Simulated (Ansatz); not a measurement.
Ansatz (a program for electronic structure) input (HF/3-21G): The .json file is the Basis Set Exchange's 3-21G.

Ansatz 0.2 input:
```yaml
crystal:
  periodic: [false, false, false]
  atoms:
    - {symbol: Y, position_ang: [-0.07128336, 0.12960326, 0.31119164]}
    - {symbol: F, position_ang: [-1.42038659, -1.11942626, -0.41020060]}
    - {symbol: F, position_ang: [0.12268651, 1.46337961, -1.13240713]}
    - {symbol: F, position_ang: [1.60659465, -0.90556749, 0.19411061]}
basis:
  gaussian:
    orbitals: 3-21G.json
hamiltonian:
  xc: {name: HF}
total_charge: -1
magnetization: {spin_polarized: true, initial_magnetization: 1}
phonons: {temperatures: {t_min: 298.15, t_max: 298.15, t_step: 100}}
```

Which harmonic wavenumbers does it give?

147, 147, 169, 635, 635, 652 cm⁻¹ (unscaled; negative means imaginary).
